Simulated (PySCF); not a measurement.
Species: C4H10N2SSi2.
Atom-mapped SMILES: `[CH3:1][S:2][Si@@H:3]1[NH:4][CH2:5][CH2:6][Si@H:7]1[C:8]#[N:9]`

Probes without a nucleus sit at each ring's centroid and 1 Å off its mean plane on both sides; NICS is minus the shielding there, NICSzz its component along the normal. Level: GIAO PBE0/pcSseg-1 (PySCF, non-relativistic, gas phase) on the GFN2-xTB geometry, one conformer.

Ring bond lengths (Å), with Mayer bond orders in brackets: Si3–N4 1.712 (1.04), N4–C5 1.452 (0.96), C5–C6 1.528 (1.03), C6–Si7 1.912 (0.92), Si7–Si3 2.308 (0.88).

Task: Give the NICS values of each ring in ppm.

Result: 
```json
{"ring": "Si3–N4–C5–C6–Si7", "type": "5-membered ring with N and 2 Si; formal bonds all single", "NICS(0)": "-4.7", "NICS(1), two faces": "-3.3 / -2.3", "NICS(1)zz, two faces": "-0.5 / -0.7", "rms pucker (Å)": "0.20", "centre to ring atoms, mean (Å)": "1.48"}
```

Task: What do they say, and how far can they be read as aromaticity?

Result: 
- Si3–N4–C5–C6–Si7: mean NICS(1)zz -0.6 ppm, near zero. Si3, C5, C6, Si7 have four or more neighbours; no verdict on aromaticity is drawn.

Task: At the first NICS(1) probe listed for ring Si3–N4–C5–C6–Si7, 1 Å off the ring, what do the in-plane components average?

Result: The isotropic value is a third of the trace: (3 × -3.3 − (-0.5))/2 = -4.7 ppm.

Task: List the ring angles and the Hirshfeld charges of the ring atoms.

Result: 
- Si3–N4–C5–C6–Si7: Si3 92.3° (+0.275 e), N4 122.1° (-0.239 e), C5 111.3° (-0.019 e), C6 108.1° (-0.152 e), Si7 90.1° (+0.306 e); sum 524.0° against 540° for a flat convex ring.

Task: What are the shieldings of the ring atoms and their hydrogens in the same run (means over atoms taken as equivalent)?

Result: 
```csv
atoms,environment,σ isotropic (ppm)
Si3,SiH silicon,355.9
N4,silicon-bound nitrogen,223.5
C5,sp3 carbon bound to nitrogen,140.6
C6,sp3 carbon bound to silicon,169.3
Si7,SiH silicon,421.3
H on Si3,Si–H hydrogen,25.76
H on N4,N–H hydrogen,30.84
H on C5,methylene hydrogen,28.40
H on C5,methylene hydrogen,28.02
H on C6,methylene hydrogen,30.20
H on C6,methylene hydrogen,30.02
H on Si7,Si–H hydrogen,27.36
```
